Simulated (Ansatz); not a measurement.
The same path of C₃H₉BOSi (15 atoms, charge 0, multiplicity 1) was run twice with different band settings. The coordinate that changes most is the dihedral B1–O2–C3–C4.

Theory: RHF/def2-SVP in Ansatz.

Relaxed end points:

```xyz
15
Properties=species:S:1:pos:R:3
B 1.300 -1.080 -1.531
O 1.236 -0.568 -0.295
C 0.072 -0.036 0.290
C -0.873 -1.120 0.761
C -0.560 1.163 -0.452
Si 0.227 1.600 1.178
H 0.343 -1.080 -2.261
H 2.354 -1.533 -1.884
H -0.357 -1.803 1.438
H -1.257 -1.695 -0.086
H -1.726 -0.696 1.292
H -0.043 1.476 -1.354
H -1.638 1.132 -0.588
H 1.512 2.313 1.165
H -0.613 1.874 2.357
```

```xyz
15
Properties=species:S:1:pos:R:3
B 1.593 -1.055 -1.280
O 0.393 -0.471 -1.224
C -0.233 -0.018 -0.050
C -1.030 -1.121 0.612
C -0.959 1.324 -0.255
Si 0.491 1.425 0.904
H 1.968 -1.453 -2.348
H 2.273 -1.169 -0.292
H -0.380 -1.942 0.920
H -1.775 -1.512 -0.086
H -1.550 -0.755 1.498
H -0.835 1.738 -1.252
H -1.986 1.379 0.095
H 1.732 2.057 0.431
H 0.276 1.522 2.357
```

Common settings: movable images 5; climbing image yes; spring 5.0 eV/Å²; optimiser quadratic models (default); start path through a guess of the saddle point; iteration limit 60; end points relaxed.

| run | force threshold |
| --- | --- |
| 1 | 0.05 eV/Å |
| 2 | 0.2 eV/Å |

Question: What does each run give, and how far can it be trusted?

Answer: Run 1: converged after 16 iterations, highest image 0.557 eV above the first end. A vibrational analysis at the climbing image gives 2 clearly imaginary modes (415i, 118i cm⁻¹): a point of higher order, so a lower path passes nearby.
Run 2: converged after 7 iterations, highest image 0.568 eV above the first end. The threshold of 0.2 eV/Å is loose, so the images may lie well off the minimum-energy path. The order of the stationary point at the top wasn't checked.
